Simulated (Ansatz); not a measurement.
Perfluoropentacene (C₂₂F₁₄). Total charge 0; singlet. Geometry r2SCAN-D4/def2-SVP.

Cartesian coordinates in Å:
```
F 6.686 2.231 -2.359
C 5.598 2.075 -1.620
C 5.524 2.760 -0.375
F 6.547 3.520 -0.014
C 4.419 2.632 0.429
F 4.401 3.293 1.581
C 3.316 1.809 0.036
C 2.173 1.651 0.823
F 2.109 2.292 1.985
C 1.080 0.837 0.437
C -0.073 0.675 1.227
F -0.142 1.314 2.389
C -1.157 -0.135 0.838
C -2.319 -0.302 1.629
F -2.394 0.335 2.793
C -3.392 -1.108 1.240
C -4.566 -1.275 2.042
F -4.686 -0.659 3.212
C -5.598 -2.077 1.621
F -6.685 -2.234 2.360
C -5.524 -2.761 0.376
F -6.546 -3.522 0.015
C -4.419 -2.633 -0.429
F -4.401 -3.294 -1.580
C -3.316 -1.809 -0.036
C -2.173 -1.650 -0.823
F -2.109 -2.292 -1.985
C -1.081 -0.836 -0.437
C 0.073 -0.674 -1.228
F 0.142 -1.312 -2.390
C 1.156 0.137 -0.839
C 2.319 0.304 -1.629
F 2.393 -0.333 -2.794
C 3.392 1.108 -1.240
C 4.566 1.274 -2.041
F 4.686 0.659 -3.212
```

Single mean-field runs in def2-SVP, def2-TZVP are fitted with def2-universal-jkfit.

**Question.** Estimate the orbital energies around the gap (eV) in Ansatz with HF/STO-3G, PBE-D4/def2-SVP, PBE-D4/def2-TZVP, r2SCAN-D4/def2-SVP, PBE0-D4/def2-SVP.

**Answer.** 
| orbital | HF/STO-3G | PBE-D4/def2-SVP | PBE-D4/def2-TZVP | r2SCAN-D4/def2-SVP | PBE0-D4/def2-SVP |
| --- | --- | --- | --- | --- | --- |
| HOMO−9 | -11.44 | -8.96 | -9.14 | -9.63 | -10.88 |
| HOMO−8 | -11.17 | -8.37 | -8.50 | -8.99 | -10.46 |
| HOMO−7 | -10.09 | -8.29 | -8.46 | -8.82 | -9.94 |
| HOMO−6 | -9.67 | -7.67 | -7.81 | -8.18 | -9.34 |
| HOMO−5 | -8.97 | -7.32 | -7.45 | -7.80 | -8.90 |
| HOMO−4 | -8.49 | -7.24 | -7.43 | -7.72 | -8.75 |
| HOMO−3 | -7.80 | -6.92 | -7.06 | -7.35 | -8.24 |
| HOMO−2 | -7.69 | -6.71 | -6.84 | -7.14 | -8.15 |
| HOMO−1 | -6.14 | -5.86 | -5.98 | -6.23 | -7.10 |
| HOMO | -4.14 | -4.86 | -4.98 | -5.15 | -5.83 |
| LUMO | 2.42 | -3.89 | -4.06 | -4.09 | -3.64 |
| LUMO+1 | 4.46 | -2.63 | -2.77 | -2.73 | -2.20 |
| LUMO+2 | 4.57 | -2.54 | -2.67 | -2.66 | -2.12 |
| LUMO+3 | 6.54 | -1.49 | -1.61 | -1.50 | -0.79 |
| LUMO+4 | 7.02 | -1.18 | -1.33 | -1.18 | -0.50 |
| LUMO+5 | 8.13 | -0.65 | -1.10 | -0.60 | 0.16 |
